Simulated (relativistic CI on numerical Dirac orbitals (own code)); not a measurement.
# Slater and spin-orbit integrals, P¹¹⁺

Calculated at this level of theory: Dirac-Coulomb-Breit CI, separate exchange-only KLI orbitals for each configuration, a model potential for QED, unscaled Slater integrals (own radial code, finite nucleus).

Slater integrals F^k, G^k are unscaled and averaged over j, outside the closed core 1s2; ζ comes from projecting the Hamiltonian with its Breit term on Σ l·s of the shell.

- 2s2p: G^1(2s,2p) = 270760, ζ(2p) = 7011.2 cm⁻¹; <r>(2s) = 0.4439, <r^2>(2s) = 0.2304, <r>(2p) = 0.3862, <r^2>(2p) = 0.1803 (bohr units).
- 2p²: F^2(2p,2p) = 246110, ζ(2p) = 6888.8 cm⁻¹; <r>(2p) = 0.388, <r^2>(2p) = 0.182 (bohr units).
- 2p3s: ζ(2p) = 7361.8, G^1(2p,3s) = 25956 cm⁻¹; <r>(2p) = 0.3809, <r^2>(2p) = 0.1755, <r>(3s) = 1.045, <r^2>(3s) = 1.238 (bohr units).

Averages of the first 10 configurations, taken without configuration mixing, which lowers the lowest level and can move excited configurations by several eV; other configurations of the list can lie among them:

```csv
Configuration,Parity,States,Average energy above the lowest level (eV)
2s²,even,1,4.8
2s2p,odd,12,29.5
2p²,even,15,64.8
2p3s,odd,12,352.1
2p3p,even,36,361.0
2s3s,even,4,323.8
2s3p,odd,12,333.5
2s3d,even,20,339.9
2s4s,even,4,430.4
2s4p,odd,12,434.3
```
